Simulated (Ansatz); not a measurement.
Z-matrix (Å, degrees):
```
C
B 1 1.558
H 1 1.102 2 105.6
H 1 1.093 2 113.8 3 -114.7
H 1 1.093 2 115.0 3 117.5
C 2 1.559 1 122.9 3 -106.5
H 2 1.204 1 118.9 3 77.1
C 6 1.553 2 101.7 1 -92.6
H 6 1.093 2 114.1 1 150.0
H 6 1.094 2 113.9 1 24.9
Si 8 1.876 6 111.8 2 -179.4
H 8 1.096 6 110.8 2 -58.3
H 8 1.096 6 110.9 2 59.5
H 11 1.488 8 109.7 6 59.5
H 11 1.488 8 109.8 6 -59.6
H 11 1.489 8 111.5 6 -180.0
```

The species carries charge 0 and has multiplicity 1.

Task: List the B3LYP/def2-TZVPP orbital energies in eV (Ansatz 0.2.0). (Estimate.)

Result: Ansatz gave: Occupied: -1798.71, -276.91, -276.34, -276.07, -183.35, -143.26, -98.58, -98.57, -98.57, -20.94, -19.04, -16.98, -14.34, -12.85, -12.49, -11.25, -11.01, -10.47, -10.09, -9.73, -9.21, -9.18, -8.60, -7.76. Lowest empty: -0.92, 0.50, 1.09, 1.31, 1.35, 1.61, 1.70, 2.02.

B3LYP here is the variant with VWN-RPA as its local correlation; programs differ in this.
